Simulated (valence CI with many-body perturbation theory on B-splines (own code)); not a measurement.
**Ar12+: calculated level list**

Level of theory: valence CI with perturbative core correlation (CI+MBPT): four valence electrons over a frozen Dirac-Fock core [He], radial functions for each j: 11 s, 11 p, 9 d, 7 f, 5 g, 2 h, 1 i, with the one-electron correlation potential Σ1 (screened to all orders), the two-electron term Σ2, the three-electron term Σ3, Breit, model QED; selected single and double excitations, second order for the rest, scaled by the run's own slope (own B-spline code, finite nucleus).

No measured levels were compared; by estimate levels of excited configurations hold to 0.05 to 0.15 % of their energy, terms of the ground configuration to about 0.5 %. Among the levels kept, up to 280 cm⁻¹ of a level comes from second order outside the variational space, and about a tenth of that is noise between levels of different J, which matters for small intervals.

Levels 46 to 86 of 86, with energies above the lowest level, 2s²2p² ³P_0. "Leading %" is the weight of the configuration and term that name the level; weights of strongly mixed levels are sums over their largest components and can fall short. In the jj column 3d3/2^4 stands for four electrons in 3d with j = 3/2.

```csv
No.,Configuration,Term,J,E (Ry),Leading %,Leading jj,g,Second component
46,2s2p²3s,³P,0,31.276,90,2s 2p1/2^2 3s (45 %),,8 % 2s²2p3p ³P
47,2s²2p3d,³P°,1,31.291,81,2s^2 2p3/2 3d3/2 (83 %),1.350,14 % 2s²2p3d ³D°
48,2s²2p3d,³P°,0,31.303,96,2s^2 2p3/2 3d3/2 (96 %),,
49,2s2p²3s,³P,1,31.337,91,2s 2p1/2 2p3/2 3s (75 %),1.501,8 % 2s²2p3p ³P
50,2s2p²3s,³P,2,31.440,90,2s 2p3/2^2 3s (50 %),1.497,7 % 2s²2p3p ³P
51,2s²2p3d,¹F°,3,31.595,93,2s^2 2p3/2 3d3/2 (41 %),1.006,
52,2s²2p3d,¹P°,1,31.600,91,2s^2 2p3/2 3d5/2 (74 %),0.996,
53,2s2p²3p,³S°,1,31.745,77,2s 2p1/2 2p3/2 3p1/2 (28 %),1.969,11 % 2s2p²3p ⁵D°
54,2s2p²3p,⁵D°,0,31.764,98,2s 2p1/2^2 3p1/2 (44 %),,
55,2s2p²3p,⁵D°,1,31.791,86,2s 2p1/2 2p3/2 3p1/2 (49 %),1.565,12 % 2s2p²3p ³S°
56,2s2p²3p,⁵D°,2,31.826,94,2s 2p1/2 2p3/2 3p1/2 (42 %),1.516,5 % 2s2p²3p ⁵P°
57,2s2p²3p,⁵D°,3,31.892,95,2s 2p1/2 2p3/2 3p3/2 (69 %),1.506,4 % 2s2p²3p ⁵P°
58,2s2p²3p,⁵P°,1,31.961,92,2s 2p1/2 2p3/2 3p3/2 (40 %),2.448,5 % 2s2p²3p ³S°
59,2s2p²3p,⁵D°,4,31.978,99,2s 2p3/2^2 3p3/2 (60 %),1.499,
60,2s2p²3p,⁵P°,2,31.981,92,2s 2p1/2 2p3/2 3p3/2 (29 %),1.810,5 % 2s2p²3p ⁵D°
61,2s2p²3p,⁵P°,3,32.044,92,2s 2p1/2 2p3/2 3p3/2 (35 %),1.648,4 % 2s2p²3p ⁵D°
62,2s2p²3p,³D°,1,32.193,97,2s 2p1/2 2p3/2 3p3/2 (46 %),0.522,
63,2s2p²3p,³D°,2,32.248,95,2s 2p1/2 2p3/2 3p3/2 (53 %),1.181,
64,2s2p²3p,³D°,3,32.335,95,2s 2p3/2^2 3p3/2 (48 %),1.342,
65,2s2p²3p,⁵S°,2,32.368,96,2s 2p1/2 2p3/2 3p3/2 (28 %),1.991,
66,2s2p²3p,³P°,0,32.429,98,2s 2p1/2 2p3/2 3p3/2 (74 %),,
67,2s2p²3s,³D,1,32.432,97,2s 2p1/2 2p3/2 3s (69 %),0.501,
68,2s2p²3s,³D,2,32.436,96,2s 2p1/2 2p3/2 3s (64 %),1.168,
69,2s2p²3s,³D,3,32.440,96,2s 2p1/2 2p3/2 3s (59 %),1.334,
70,2s2p²3p,³P°,1,32.458,95,2s 2p1/2 2p3/2 3p3/2 (42 %),1.489,
71,2s2p²3p,³P°,2,32.487,95,2s 2p1/2 2p3/2 3p3/2 (43 %),1.494,
72,2s2p²3s,¹D,2,32.783,97,2s 2p1/2 2p3/2 3s (64 %),1.002,
73,2s2p²3d,⁵F,1,32.851,97,2s 2p1/2^2 3d3/2 (40 %),0.026,
74,2s2p²3d,⁵F,2,32.871,95,2s 2p1/2 2p3/2 3d3/2 (42 %),1.024,4 % 2s2p²3d ⁵D
75,2s2p²3d,⁵F,3,32.903,92,2s 2p1/2 2p3/2 3d3/2 (39 %),1.268,7 % 2s2p²3d ⁵D
76,2s2p²3d,⁵F,4,32.953,93,2s 2p1/2 2p3/2 3d5/2 (68 %),1.359,6 % 2s2p²3d ⁵D
77,2s2p²3d,⁵F,5,33.019,99,2s 2p3/2^2 3d5/2 (61 %),1.399,
78,2s2p²3d,⁵D,0,33.069,98,2s 2p1/2 2p3/2 3d3/2 (88 %),,
79,2s2p²3d,⁵D,1,33.071,94,2s 2p1/2 2p3/2 3d3/2 (71 %),1.494,
80,2s2p²3d,⁵D,2,33.077,86,2s 2p1/2 2p3/2 3d3/2 (44 %),1.496,6 % 2s2p²3d ⁵P
81,2s2p²3d,⁵D,3,33.093,79,2s 2p1/2 2p3/2 3d5/2 (33 %),1.500,12 % 2s2p²3d ⁵P
82,2s2p²3d,⁵D,4,33.139,92,2s 2p1/2 2p3/2 3d5/2 (43 %),1.487,6 % 2s2p²3d ⁵F
83,2s2p²3d,³P,2,33.269,91,2s 2p1/2 2p3/2 3d3/2 (29 %),1.496,
84,2s2p²3d,⁵P,3,33.272,86,2s 2p1/2 2p3/2 3d5/2 (40 %),1.643,12 % 2s2p²3d ⁵D
85,2s2p²3d,⁵P,2,33.310,90,2s 2p3/2^2 3d3/2 (28 %),1.805,5 % 2s2p²3d ⁵D
86,2s2p²3d,⁵P,1,33.327,88,2s 2p3/2^2 3d3/2 (56 %),2.399,6 % 2s2p²3d ³P
```
